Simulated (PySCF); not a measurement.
## Continuum solvent and chemical shifts

Geometry:
```json
{"atom": "N1", "x (Å)": "-1.826", "y (Å)": "1.857", "z (Å)": "-0.576"}
{"atom": "C2", "x (Å)": "-1.267", "y (Å)": "0.602", "z (Å)": "-0.437"}
{"atom": "C3", "x (Å)": "-1.996", "y (Å)": "-0.547", "z (Å)": "-0.800"}
{"atom": "C4", "x (Å)": "-1.445", "y (Å)": "-1.817", "z (Å)": "-0.700"}
{"atom": "C5", "x (Å)": "-0.140", "y (Å)": "-1.996", "z (Å)": "-0.227"}
{"atom": "C6", "x (Å)": "0.602", "y (Å)": "-0.878", "z (Å)": "0.131"}
{"atom": "C7", "x (Å)": "0.054", "y (Å)": "0.422", "z (Å)": "0.024"}
{"atom": "C8", "x (Å)": "0.965", "y (Å)": "1.511", "z (Å)": "0.418"}
{"atom": "C9", "x (Å)": "2.202", "y (Å)": "1.184", "z (Å)": "0.855"}
{"atom": "Si10", "x (Å)": "2.352", "y (Å)": "-0.679", "z (Å)": "0.793"}
{"atom": "H11", "x (Å)": "-2.833", "y (Å)": "1.882", "z (Å)": "-0.663"}
{"atom": "H12", "x (Å)": "-1.468", "y (Å)": "2.585", "z (Å)": "0.027"}
{"atom": "H13", "x (Å)": "-3.020", "y (Å)": "-0.427", "z (Å)": "-1.166"}
{"atom": "H14", "x (Å)": "-2.046", "y (Å)": "-2.683", "z (Å)": "-0.991"}
{"atom": "H15", "x (Å)": "0.279", "y (Å)": "-3.002", "z (Å)": "-0.147"}
{"atom": "H16", "x (Å)": "0.641", "y (Å)": "2.555", "z (Å)": "0.334"}
{"atom": "H17", "x (Å)": "2.926", "y (Å)": "1.944", "z (Å)": "1.152"}
{"atom": "H18", "x (Å)": "2.571", "y (Å)": "-1.330", "z (Å)": "2.122"}
{"atom": "H19", "x (Å)": "3.412", "y (Å)": "-1.178", "z (Å)": "-0.137"}
```

GIAO PBE0/pcSseg-1 in PySCF on one PBE0-D3(BJ)/def2-SVP conformer, non-relativistic, equivalent nuclei averaged. Solvents enter as an IEF-PCM continuum (acetonitrile with ε = 35.7, dimethylsulfoxide with ε = 46.8) around the gas-phase geometry. Shifts are referred to TMS computed in the same medium.

Gas phase, δ in ppm: C8 154.5, C2 146.8, C6 138.9, C7 136.4, C4 134.7, C5 128.0, C9 127.6, C3 120.3, Si10 -39.0, H16 7.57, H14 7.14, H15 7.07, H13 6.56, H17 6.22. Dipole moment 2.31 D.

(1) How does each δ change in the continuum?

(2) Which nuclei move most (in ppm), and what does the model miss?

Answers

(1) 
```csv
atoms,environment,"Δδ, acetonitrile","Δδ, dimethylsulfoxide"
C8,alkene CH,+3.6,+3.6
C2,aromatic carbon bearing nitrogen,+2.9,+3.0
C6,substituted aromatic carbon,+0.5,+0.5
C7,substituted aromatic carbon,+0.8,+0.8
C4,aromatic CH,+1.6,+1.6
C5,aromatic CH,0.0,0.0
C9,alkene CH,+0.5,+0.6
C3,aromatic CH,+2.3,+2.3
Si10,"silicon bonded to 2 C, 2 H, in a 5-membered ring",-0.4,-0.4
H16,hydrogen on an alkene CH,+0.31,+0.32
H14,hydrogen on an aromatic CH,+0.21,+0.21
H15,hydrogen on an aromatic CH,+0.12,+0.12
H13,hydrogen on an aromatic CH,+0.37,+0.38
H17,hydrogen on an alkene CH,+0.19,+0.19
```

Changes are relative to the gas phase. The dipole moment becomes 3.13 D in acetonitrile, 3.14 D in dimethylsulfoxide.

(2) C8 (alkene CH, +3.6 ppm) in dimethylsulfoxide. A continuum only polarises the solute; specific hydrogen bonds, the anisotropy of aromatic solvents and changes of geometry or conformer are outside it.
